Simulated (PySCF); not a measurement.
**F+: excitation energy**

F+ [He] 2s2 2p4 (3P) → F+ [He] 2s1 2p5, s spin flipped, as a difference of total energies. Calculation: PySCF 2.14, in aug-cc-pVTZ-DK; scalar relativity by spin-free X2C-1e. Correlated levels: valence: 1s2 frozen. The calculations carry no spin-orbit coupling.

```
           method  excitation energy (eV)
              UHF                  27.173
              LDA                  20.702
              PBE                  21.260
             PBE0                  22.701
           r2SCAN                  23.159
           B2PLYP                  23.377
            M06-L                  23.513
            B3LYP                  22.150
        CAM-B3LYP                  22.243
    MP2 (valence)                  25.003
SCS-MP2 (valence)                  24.698
```

Task: How much does correlation contribute at MP2 (valence)?

Result: 25.003 − (27.173) = -2.170 eV, measured against UHF.

The upper determinant mixes two multiplicities, so it lies between the two terms.
